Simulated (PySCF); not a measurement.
## NMR problem set

[PySCF: geometry from GFN2-xTB; NMR shieldings at PBE0/pcSseg-1/GIAO; relativity neglected; single conformer; rapidly exchanging positions averaged; in vacuum]

References, each an isolated molecule treated in the same way: 1H, 13C vs TMS. Splittings of carbon signals by F and P are missing where no couplings were computed. Where no couplings were computed, multiplicities follow the n + 1 count of equivalent neighbours, and m marks all less simple cases (inequivalent or close neighbours, rings, F or P nearby). Shifts are as computed. Against solution values, carbons near 30 ppm lie about +3 ppm off and those near 130 ppm about +5 ppm. Of 1211 compounds with measured shifts, 218 miss one by over three times the rms of a fit or turn the order of signals round; such compounds aren't used in these exercises.

Task: C8H11F. 1H NMR (400 MHz, computed): δ 6.51 (m, 2H), 4.41 (m, 2H), 2.58 (m, 2H), 2.02 (m, 1H), 1.57 (m, 2H), 1.10 (m, 2H). 13C{1H} NMR (computed): δ 146.8, 86.8, 63.8, 45.5, 24.2. What is it?

Result: SMILES FC[C@H]1[C@@H]2C=C[C@H]1CC2. The formula gives 3 degrees of unsaturation (2 rings in the answer). 5 carbon signals for 8 carbons: some carbons are equivalent by symmetry or fast rotation. Carbon types of the structure: 5 × CH, 3 × CH2, which accounts for all hydrogens. δC 146.8: alkene CH; as expected for a trigonal carbon in a double bond. δC 86.8: sp3 CH2 bonded to F; pulled downfield by the heteroatom. δC 63.8: sp3 CH in a ring. δH 4.41: hydrogen on an sp3 CH2 bonded to F; its carbon carries F, hence the downfield position.

The shifts were computed for this structure.

Task: C6H6F2O. 1H NMR (400 MHz, computed): δ 4.35 (m, 1H), 2.97 (m, 2H), 1.72 (s, 3H). 13C{1H} NMR (computed): δ 165.4 (C), 160.4 (C), 87.9 (C), 78.4 (CH), 31.1 (CH2), 15.3 (CH3). Identify the compound.

Result: SMILES C1(C)=C(F)OC(F)=CC1. Rings plus π bonds: 3 (1 ring in the answer). 6 carbon signals for 6 carbons: no two carbons are equivalent. Carbon types of the structure: 3 × C, 1 × CH, 1 × CH2, 1 × CH3, which accounts for all hydrogens. δC 165.4, 160.4: alkene carbon bearing oxygen; an sp2 carbon further deshielded by the attached heteroatom. δC 87.9, 78.4: β carbon of an enol-ether or enamine type C=C; the O or N lone pair pushes π density onto this β carbon and shields it. δC 31.1: allylic sp3 CH2; a saturated carbon with 2 carbon neighbours and no heteroatom attached. δH 2.97: hydrogen on an allylic sp3 CH2; allylic position.

The data come from this structure; uniqueness wasn't tested.

Task: C8H11F. 1H NMR (500 MHz, computed): δ 6.76 (m, 1H), 5.75 (br s, 1H), 5.65 (m, 1H), 5.51 (m, 1H), 5.49 (m, 1H), 5.45 (m, 1H), 5.19 (br s, 1H), 4.58 (m, 2H), 2.86 (m, 2H). 13C{1H} NMR (computed): δ 157.7 (C), 149.8 (C), 147.2 (CH), 124.7 (CH2), 124.6 (CH2), 123.1 (CH2), 86.0 (CH2), 47.6 (CH2). Give a structure.

Result: `C=CC(=C)C(=C)CCF`. The formula gives 3 degrees of unsaturation (no ring in the answer). 8 carbon signals for 8 carbons: no two carbons are equivalent. Carbon types of the structure: 2 × C, 1 × CH, 5 × CH2, which accounts for all hydrogens. δC 157.7, 149.8: fully substituted alkene carbon; an sp2 carbon of a C=C bond. δC 147.2: alkene CH; as expected for a trigonal carbon in a double bond. δC 124.7, 124.6, 123.1: terminal =CH2 carbon; an sp2 carbon of a C=C bond. δC 86.0: sp3 CH2 bonded to F; the inductive effect lowers its shielding.

This is the structure that produced the data.
